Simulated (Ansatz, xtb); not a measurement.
## Relative energy of two isomers of C4H8GeO2

Structure X: `C[O][Ge@@H]1[CH]=CC[O]1`, a singlet. Structure Y: `O=C(O)[C@@H]1C[CH2][GeH2]1`, a singlet. Both are isolated molecules in the gas phase, relaxed with PBE0-D3(BJ)/def2-SVP; each stands in its lowest conformer found.

Quicker runs give these differences E(Y) − E(X): GFN2-xTB +9.2 kcal/mol; HF/STO-3G +12.8 kcal/mol (at GFN2-xTB geometries); r2SCAN-D4/def2-SVP −2.4 kcal/mol (at GFN2-xTB geometries).

Task: Estimate which is lower in electronic energy at CCSD(T)/def2-SVP + ΔMP2/def2-TZVPP, and by roughly how much.

Result: The CCSD(T)/def2-SVP + ΔMP2/def2-TZVPP calculation puts structure X lower, by 6.1 kcal/mol.

The same difference at several levels:

```
                             level              geometry  E(Y) − E(X) (kcal/mol)  departure from the last row (kcal/mol)  job, with rough time for the two
                          GFN2-xTB              GFN2-xTB                      +9.2                                    +3.1              optimisation, 0.37 s
                         HF/STO-3G              GFN2-xTB                     +12.8                                    +6.7              single point, 0.58 s
                r2SCAN-D4/def2-SVP              GFN2-xTB                      −2.4                                    −8.5               single point, 5.1 s
              PBE0-D3(BJ)/def2-SVP  PBE0-D3(BJ)/def2-SVP                      −3.4                                    −9.5                optimisation, 84 s
                       HF/def2-SVP  PBE0-D3(BJ)/def2-SVP                      +6.4                                    +0.4           part of the CCSD(T) run
                      MP2/def2-SVP  PBE0-D3(BJ)/def2-SVP                      −0.5                                    −6.6           part of the CCSD(T) run
                  CCSD(T)/def2-SVP  PBE0-D3(BJ)/def2-SVP                      +1.2                                    −4.9                      single point
CCSD(T)/def2-SVP + ΔMP2/def2-TZVPP  PBE0-D3(BJ)/def2-SVP                      +6.1                                                     single point, 2.3 min
```

As drawn, Y has 1 C=O, 2 C–C, 1 C–Ge, 1 O–H, 1 Ge–H in place of 1 C–O, 2 Ge–O, 1 C=C, 2 C–H. Structure X has a 5-membered ring, Y a 4-membered ring.

r2SCAN-D4/def2-SVP, PBE0-D3(BJ)/def2-SVP, MP2/def2-SVP put the two in the other order. The largest departure from CCSD(T)/def2-SVP + ΔMP2/def2-TZVPP is that of PBE0-D3(BJ)/def2-SVP, 9.5 kcal/mol. The last row adds to CCSD(T) the change of the MP2 difference between the two basis sets, here +4.9 kcal/mol, a large step that makes the value less sure.

With thermal terms from frequencies at re-optimised GFN2-xTB minima (ideal gas, soft modes damped towards free rotors, one conformer each, 298.15 K, 1 atm): on the last row, ΔE + ΔZPE = +5.3, ΔH = +4.9, ΔG = +5.9 kcal/mol.

The correlated steps freeze 15 core orbitals; the filled d shell of Ge is correlated, in a basis made for valence electrons. Codes used: Ansatz 0.2.0, xtb 6.7.1; the last row on 4 threads of Arm Neoverse V1 on a shared host.
